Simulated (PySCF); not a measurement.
Species: C₇H₁₄ (charge +1 and doublet state).
Z-matrix (Å and degrees, GFN2-xTB geometry), rows numbered from 1:
```
C 
C   1  1.3423
C   2  1.4847  1  124.82
C   3  1.5127  2  113.82  1  -177.91
C   3  1.5295  2  115.17  1    47.56
C   5  1.5538  3  110.71  2    67.64
C   6  1.5067  5  110.09  3  -176.80
H   1  1.0791  2  122.68  3     6.80
H   1  1.0777  2  121.35  3  -173.91
H   2  1.0837  1  119.19  3  -178.52
H   3  1.1120  2  103.33  1   -62.69
H   4  1.0918  3  110.51  2   -63.86
H   4  1.0889  3  111.23  2    54.42
H   4  1.0872  3  111.35  2   176.21
H   5  1.0898  3  110.06  2  -172.16
H   5  1.0907  3  111.03  2   -51.77
H   6  1.0918  5  107.61  3    63.00
H   6  1.0916  5  108.58  3   -55.28
H   7  1.0884  6  112.22  5    65.65
H   7  1.0947  6  108.73  5  -176.45
H   7  1.0881  6  112.02  5   -58.31
```

The hyperfine couplings belong to this conformer and change with its torsions.

The species is `[CH2+][CH][C@H](C)CCC` [radical] (charge +1).

Computed, not measured: UKS B3LYP, pcH-1 on C H, non-relativistic, mean-field spin-orbit, GIAO (PySCF 2.14.0). Isolated species at its GFN2-xTB geometry (one conformer only). A GFN2-xTB geometry isn't a minimum of the functional, and hyperfine couplings can be far from their values at a DFT geometry, by a factor of two or more for some ions and for spin on atoms past the first row. The SCF solution wasn't tested for stability.

**Question.** Where do the isotropic ENDOR lines of C1, C5, C3, H9, H8, H12/H13/H14, H18, H15 and H10 fall at 338.5 mT, to first order?

**Answer.** ν± = |νn ± a/2|, one line for each electron-spin manifold; νn = |g_N| × 7.62259 MHz/T × B.

```
     nuclei  isotope     g_N  νn (MHz)  a_iso (MHz)  lower line (MHz)  upper line (MHz)
         C1      13C  1.4048      3.62        28.49             10.62             17.87
         C5      13C  1.4048      3.62        -3.17              2.04              5.21
         C3      13C  1.4048      3.62        -3.12              2.07              5.18
         H9       1H  5.5857     14.41       -26.01              1.41             27.42
         H8       1H  5.5857     14.41       -25.36              1.73             27.09
H12/H13/H14       1H  5.5857     14.41        18.78              5.02             23.80
        H18       1H  5.5857     14.41        11.08              8.87             19.95
        H15       1H  5.5857     14.41        -7.17             10.83             18.00
        H10       1H  5.5857     14.41        -4.04             12.39             16.43
```

The rows for 13C, of low natural abundance, apply to labelled samples.

**Question.** Which pairs are centred on the nuclear Larmor frequency, and which on half the coupling?

**Answer.** Centred on νn, since |a| < 2νn: C5, C3, H9, H8, H12/H13/H14, H18, H15 and H10. Centred on |a|/2 and split by 2νn: C1.

**Question.** At what field would the lower line of H8 fall to zero frequency?

**Answer.** Where νn = |a|/2, that is B = 12.68 MHz/(5.5857 × 7.62259 MHz/T) = 298 mT, as far as first order holds there.

Couplings of abundant isotopes left out: H11 (320.3 MHz), H19/H20/H21 (28.4 MHz), H17 (-2.5 MHz) and H16 (2.3 MHz).

Nuclei that the bonding pattern makes equivalent are averaged, as if the motion that swaps them (rotation, inversion, ring flip) were fast. H8 and H9 aren't averaged: C1 is flat or nearly so (angle sum 360°), and its turn about the short C1–C2 bond (1.34 Å) is taken as slow. The three 1H nuclei of mean +18.8 MHz run from 0.4 to 41.4 MHz in the frozen geometry.

The SMILES draws the unpaired electron on C2; the largest computed Mulliken spin population is on C1 (0.47 against 0.19).
